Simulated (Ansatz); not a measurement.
`COB([SiH3])Cl` + `B1C[SiH2]1` → `[SiH3]C1B[SiH2]1` + `COBCl`  (formal exchange of groups at the Si–B bond)

Program: Ansatz. Geometries: PBE0-D4/def2-TZVP. ΔE: electronic, gas phase. CCSD(T)/CBS is the MP2 limit (def2-TZVPP, def2-QZVPP) plus CCSD(T) − MP2 in def2-TZVPP, frozen cores. Functionals use def2-TZVPP. Each species was taken in one conformer, which may not be the lowest.

```csv
level,ΔE (eV)
B2PLYP,-0.42
MP2/CBS(def2),-0.53
```

Problem. What does CCSD(T)/CBS give? (Estimate.)

Solution. The calculation gave: -0.45 eV. The listed levels differ from it by 0.03, -0.08 eV.

Largest T1 diagnostic among the species: 0.014.

In def2-TZVPP, CCSD(T) changes the Hartree–Fock value by +0.16 eV (the triples alone add +0.03 eV) and MP2 by +0.08 eV. From PBE to PBE0 (25 % exact exchange), in def2-TZVPP and without D4, ΔE moves by −0.11 eV.
